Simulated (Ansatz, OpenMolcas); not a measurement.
## How basis sets differ on CH3BFN (SMILES BN=CF)

The species is CH3BFN (7 atoms), meant as a singlet with charge 0. As SMILES, `BN=CF`. Geometry: relaxed at PBE0-D4/def2-TZVP.

Each level gives the HOMO–LUMO gap (eV). The values are calculated.

| level | kind | program | value (eV) | CPU time |
| --- | --- | --- | --- | --- |
| HF/ANO-RCC-MB (DKH2) | Hartree–Fock | OpenMolcas | 16.10 | 3.9 s |
| HF/STO-3G | Hartree–Fock | Ansatz | 17.17 | 0.22 s |
| HF/3-21G | Hartree–Fock | Ansatz | 15.31 | 0.56 s |
| HF/aug-cc-pVDZ | Hartree–Fock | Ansatz | 12.61 | 5.6 s |

The values span 12.61 to 17.17 eV. A Hartree–Fock LUMO above zero doesn't converge with the basis: it sinks as sets grow more diffuse. Orbital gaps aren't excitation energies. CPU times are rough (shared hosts, several kinds of processor and program).
